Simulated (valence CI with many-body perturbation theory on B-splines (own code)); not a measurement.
## Sm XLII: calculated level list

Computed by valence CI with perturbative core correlation (CI+MBPT): three valence electrons over a frozen Dirac-Fock core [Ar], radial functions for each j: 9 s, 9 p, 10 d, 8 f, 5 g, 3 h, 1 i, with the one-electron correlation potential Σ1, the two-electron term Σ2, the three-electron term Σ3, Breit, model QED; selected CI, second order for the rest (own B-spline code, finite nucleus).

No measured spectrum was set against this ion. As an estimate, large intervals hold to a few tenths of a per cent, small ones and those within an open d or f shell to about a per cent. Only levels of the ground parity were solved; by the run's estimate the other parity begins above the list, which can be wrong where configurations are misplaced.

Levels 1 to 19 of 19, with energies above the lowest level, (3d3/2^3) J=3/2. "Leading %" is the weight of the configuration and term that name the level; weights of strongly mixed levels are sums over their largest components and can fall short. In the jj column 3d3/2^4 stands for four electrons in 3d with j = 3/2. Lifetimes count E1, E2, E3, M1 and M2 decay at the calculated energies, and are blank where another channel may lead or the interval is too uncertain; long ones can be off by a factor of two.

| No. | Configuration | Term | J | E (cm⁻¹) | Leading % | Leading jj | Second component | Lifetime |
| --- | --- | --- | --- | --- | --- | --- | --- | --- |
| 1 | 3d3 | 4F | 3/2 | 0 | 53 | 3d3/2^3 (96 %) | 34 % 3d3 2D |  |
| 2 | 3d3 | 4F | 5/2 | 202750 | 86 | 3d3/2^2 3d5/2 (98 %) | 13 % 3d3 2D | 4.48 μs |
| 3 | 3d3 | 4P | 3/2 | 248190 | 40 | 3d3/2^2 3d5/2 (97 %) | 30 % 3d3 2P | 5.12 μs |
| 4 | 3d3 | 2G | 7/2 | 263110 | 44 | 3d3/2^2 3d5/2 (92 %) | 43 % 3d3 4F | 267 μs |
| 5 | 3d3 | 2G | 9/2 | 270730 | 43 | 3d3/2^2 3d5/2 (97 %) | 40 % 3d3 2H | 265 ms |
| 6 | 3d3 | 4P | 1/2 | 279960 | 60 | 3d3/2^2 3d5/2 (100 %) | 40 % 3d3 2P | 13.8 μs |
| 7 | 3d3 | 4P | 5/2 | 408720 | 53 | 3d3/2^2 3d5/2 (83 %) | 30 % 3d3 2D | 18.2 μs |
| 8 | 3d3 | 4F | 7/2 | 466740 | 55 | 3d3/2 3d5/2^2 (95 %) | 42 % 3d3 2G | 2.19 μs |
| 9 | 3d3 | 4F | 9/2 | 491400 | 53 | 3d3/2 3d5/2^2 (94 %) | 44 % 3d3 2H | 3.79 μs |
| 10 | 3d3 | 4P | 3/2 | 524680 | 41 | 3d3/2 3d5/2^2 (99 %) | 40 % 3d3 2D | 1.63 μs |
| 11 | 3d3 | 2P | 1/2 | 542510 | 60 | 3d3/2 3d5/2^2 (100 %) | 40 % 3d3 4P | 2.70 μs |
| 12 | 3d3 | 2H | 11/2 | 555800 | 100 | 3d3/2 3d5/2^2 (100 %) |  | 8.75 μs |
| 13 | 3d3 | 2D | 5/2 | 566970 | 58 | 3d3/2 3d5/2^2 (82 %) | 18 % 3d3 4P | 3.65 μs |
| 14 | 3d3 | 2F | 5/2 | 602960 | 44 | 3d3/2 3d5/2^2 (95 %) | 36 % 3d3 2D | 5.03 μs |
| 15 | 3d3 | 2F | 7/2 | 617860 | 85 | 3d3/2 3d5/2^2 (96 %) | 14 % 3d3 2G | 6.22 μs |
| 16 | 3d3 | 2D | 3/2 | 720320 | 57 | 3d3/2 3d5/2^2 (76 %) | 34 % 3d3 2P | 2.47 μs |
| 17 | 3d3 | 2G | 9/2 | 750620 | 54 | 3d5/2^3 (96 %) | 30 % 3d3 4F | 1.72 μs |
| 18 | 3d3 | 2D | 3/2 | 854090 | 66 | 3d5/2^3 (77 %) | 24 % 3d3 2P | 1.66 μs |
| 19 | 3d3 | 2D | 5/2 | 912500 | 64 | 3d5/2^3 (92 %) | 23 % 3d3 2F | 1.14 μs |

The ionisation energy to 3d2 3F_2 of the next ion comes out as 3137.4 eV (NIST: 3137 ± 4 eV (theoretical)). All 19 levels together are meant to be complete up to 949010 cm⁻¹.
